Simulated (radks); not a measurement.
Species: Ba I. Configuration: [Xe] 6s1 5d1 (not the ground configuration).

All-electron calculation, scalar-relativistic Kohn-Sham, TASK exchange with Perdew-Wang LDA correlation, spin-polarised, spherical densities, finite nucleus; open shells are filled with parallel spins first (spin-orbit coupling, left out, can overturn this in heavy ions); meta-GGA in the generalised Kohn-Sham scheme; Fermi nuclear charge, rms radius 4.8378 fm. Program: a radial shooting solver on a logarithmic mesh with Libxc functionals.

Energy parts (hartree):
part                       energy
total                  -8134.6933
kinetic                 8585.9292
electron-nucleus      -19684.9940
Hartree                 3160.7225
exchange-correlation    -196.3509

Orbitals (lengths in bohr, moments of r in powers of bohr):
| orbital | occ. | eigenvalue (hartree) | <r^4> |
|---|---|---|---|
| 1s up | 1 | -1371.570 | 2.083e-06 |
| 1s down | 1 | -1371.570 | 2.083e-06 |
| 2s up | 1 | -217.6728 | 0.0003486 |
| 2s down | 1 | -217.6718 | 0.0003486 |
| 2p up | 3 | -195.1443 | 0.0002538 |
| 2p down | 3 | -195.1436 | 0.0002538 |
| 3s up | 1 | -46.22495 | 0.01444 |
| 3s down | 1 | -46.22442 | 0.01444 |
| 3p up | 3 | -38.97132 | 0.01511 |
| 3p down | 3 | -38.97076 | 0.01511 |
| 3d up | 5 | -28.40818 | 0.01278 |
| 3d down | 5 | -28.40732 | 0.01278 |
| 4s up | 1 | -9.17358 | 0.3902 |
| 4s down | 1 | -9.17200 | 0.3903 |
| 4p up | 3 | -6.81070 | 0.5181 |
| 4p down | 3 | -6.80932 | 0.5183 |
| 4d up | 5 | -3.35195 | 0.9312 |
| 4d down | 5 | -3.35078 | 0.9305 |
| 5s up | 1 | -1.27217 | 14.78 |
| 5s down | 1 | -1.26298 | 14.15 |
| 5p up | 3 | -0.69643 | 30.90 |
| 5p down | 3 | -0.67906 | 26.41 |
| 5d up | 1 | -0.04319 | 742.3 |
| 6s up | 1 | -0.12809 | 1134 |

The highest occupied level is 5d up at -1.175 eV. The density falls to 0.001 e/bohr^3 at r = 5.29 bohr.

Empty levels of this run are not shown, since the potential may be unsettled where no density lies.
